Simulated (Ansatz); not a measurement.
C2H8OSi2 can be A, `O[Si]1([SiH3])CC1`, or B, `O/C=C/[SiH2][SiH3]`.

Isolated molecules relaxed with PBE0-D4/def2-TZVP in Ansatz; ΔE leaves out vibrations. CCSD(T)/CBS adds triple-zeta CCSD(T) − MP2 to the extrapolated MP2 energy (def2 sets, frozen cores). Functionals use def2-TZVPP. B3LYP here is the variant with VWN-RPA as its local correlation; programs differ in this. One conformer a species, not always the lowest.

**Question.** Which is lower in electronic energy at CCSD(T)/CBS, and by how much? (Estimate.)

**Answer.** The calculation gave: A, by 106.8 kJ/mol.

**Question.** Give E(B) − E(A) in kJ/mol with B2PLYP, B3LYP, PBE-D4, B3LYP-D4, CCSD(T)/def2-TZVPP, ωB97M-V, CCSD/def2-TZVPP. (Estimate.)

**Answer.** Ansatz gave: B2PLYP 99.9, B3LYP 90.5, PBE-D4 98.7, B3LYP-D4 93.0, CCSD(T)/def2-TZVPP 103.1, ωB97M-V 108.5, CCSD/def2-TZVPP 103.8. None reverses the order clearly.

Largest T1 diagnostic: 0.013.

From PBE to PBE0 (25 % exact exchange), in def2-TZVPP and without D4, E(B) − E(A) moves by +8.8 kJ/mol. In def2-TZVPP, CCSD(T) changes the Hartree–Fock value by +21.2 kJ/mol (the triples alone add −0.8 kJ/mol) and MP2 by +36.9 kJ/mol.
